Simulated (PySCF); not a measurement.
Computed shifts of a molecule C2H9N3Si, PBE0/pcSseg-1 run with PySCF, GIAO, gas phase, atoms alike by connectivity averaged where their shifts nearly agree, in ppm (number of nuclei): ¹³C: 180.7 (1), 33.2 (1). ¹⁵N: 405.7 (1), 36.0 (1), 22.7 (1). ²⁹Si: -23.5 (1). ¹H: 8.83 (1), 4.96 (1), 2.36 (3), 1.27 (1), 0.90 (1), 0.66 (1), 0.63 (1). References: ¹³C against TMS (σ = 186.3 ppm); ¹⁵N against NH3 (σ = 267.4 ppm); ²⁹Si against TMS (σ = 352.7 ppm); ¹H against TMS (σ = 31.56 ppm), references at their B3LYP-D3(BJ)/def2-TZVP geometries, non-relativistic. The structure is a stationary point at PBE0-D3(BJ)/def2-SVP. The values are those of a single conformer.

Task: Which molecule gave these data?
A. C/C=N/[SiH](N)N
B. NC/C=N/[SiH2]N
C. C=C[Si](N)(N)N
D. C/N=C/[SiH](N)N

Result: A, C/C=N/[SiH](N)N
